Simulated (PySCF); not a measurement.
C2H11NOSi2

C2H11NOSi2 is a small molecule, neutral, singlet. The structure, one conformer, was relaxed in the gas phase by PBE0-D3(BJ)/def2-SVP. No frequency run checks that it is a minimum.

SMILES: C[Si](C)(O)N[SiH3]

```xyz
17

Si    0.335   -0.050   -0.520
C     1.828   -0.393    0.536
C     0.099   -1.347   -1.850
N    -1.140   -0.022    0.418
Si   -1.551    1.034    1.736
O     0.631    1.462   -1.178
H     1.929    0.364    1.329
H     1.753   -1.382    1.012
H     2.747   -0.368   -0.070
H     0.993   -1.401   -2.491
H    -0.059   -2.345   -1.412
H    -0.762   -1.118   -2.498
H    -1.884   -0.623    0.076
H    -2.426    2.183    1.331
H    -0.285    1.590    2.296
H    -2.282    0.285    2.806
H    -0.109    1.862   -1.644
```
(Å; atoms numbered from 1)

Shieldings: GIAO PBE0/pcSseg-1. Shifts are against computed references at the same level: C TMS (σ 184.4 ppm), H TMS (σ 31.27 ppm), Si TMS (σ 352.0 ppm). Core levels by delta-SCF with SCAN, pcX-2 on the ionised atom and pcseg-1 elsewhere, spin-free X2C (2p3/2 is the spin-free 2p value less a third of a first-order spin-orbit splitting); from the vacuum level, for chosen atoms.

Q: Give the shieldings and core levels atom by atom.

A: 
| atoms | bonded to | σ (ppm) | δ (ppm) | core level (eV) |
| --- | --- | --- | --- | --- |
| Si1 | 2 C + 1 N + 1 O | 346.4 | 5.6 | 2p3/2 106.81 |
| C2 | 1 Si + 3 H | 186.6 | -2.2 | 1s 289.93 |
| C3 | 1 Si + 3 H | 183.6 | 0.8 | 1s 290.11 |
| N4 | 2 Si + 1 H | 238.4 | - | 1s 403.98 |
| Si5 | 1 N + 3 H | 410.5 | -58.5 | - |
| O6 | 1 Si + 1 H | 265.5 | - | 1s 538.02 |
| H7 H8 H9 | 1 C | 31.09 | 0.17 | - |
| H10 H11 H12 | 1 C | 31.26 | 0.01 | - |
| H13 | 1 N | 31.40 | -0.14 | - |
| H14 H15 H16 | 1 Si | 26.62 | 4.65 | - |
| H17 | 1 O | 30.30 | 0.97 | - |

Values are those of this one static structure, with the three H of a rotating XH3 group averaged; atoms that internal rotation interchanges would show their mean in an NMR spectrum.

Q: By CAM-B3LYP/def2-SVPD (TDDFT singlets, Tamm-Dancoff triplets, ionisation by delta-SCF), where does absorption start, and what does vertical ionisation take?

A: The lowest singlet lies at 6.39 eV (f 0.014), the strongest of the first 6 at 7.60 eV (f 0.038), the lowest triplet at 6.09 eV; vertical ionisation takes 9.46 eV.
